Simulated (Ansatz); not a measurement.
Relaxation of BCl2HO (5 atoms, charge 0, multiplicity 1), to a largest force component of 0.02 eV/Å in at most 40 steps.

All numbers below come from Ansatz, RKS PBE0/def2-SVP.

```xyz
5
Properties=species:S:1:pos:R:3
B 0.000 0.000 0.000
Cl 0.000 0.000 1.860
Cl 1.611 0.000 -0.930
O -1.221 0.000 -0.705
H -1.731 -0.847 -0.496
```

Q: Where does it end, and by what steps?

A: The forces met the threshold. After 5 steps the energy has fallen by 0.735 eV; H5 moved furthest, 0.43 Å.

| step | energy less start (eV) | largest force component (eV/Å) | accepted |
| --- | --- | --- | --- |
| 0 | 0.0000 | 2.098 | yes |
| 1 | -0.3823 | 2.201 | yes |
| 2 | -0.5623 | 2.263 | yes |
| 3 | -0.7260 | 0.663 | yes |
| 4 | -0.7348 | 0.194 | yes |
| 5 | -0.7353 | 0.018 | yes |

```xyz
5
Properties=species:S:1:pos:R:3
B 0.037 -0.106 -0.053
Cl -0.048 -0.091 1.712
Cl 1.565 0.191 -0.852
O -1.049 -0.343 -0.799
H -1.846 -0.497 -0.279
```

Whether the end is a true minimum wasn't checked by a vibrational analysis.

Time of the run: 15 s on 1 thread of Arm Neoverse V1, with other jobs on the host, peak memory 0.13 GiB.
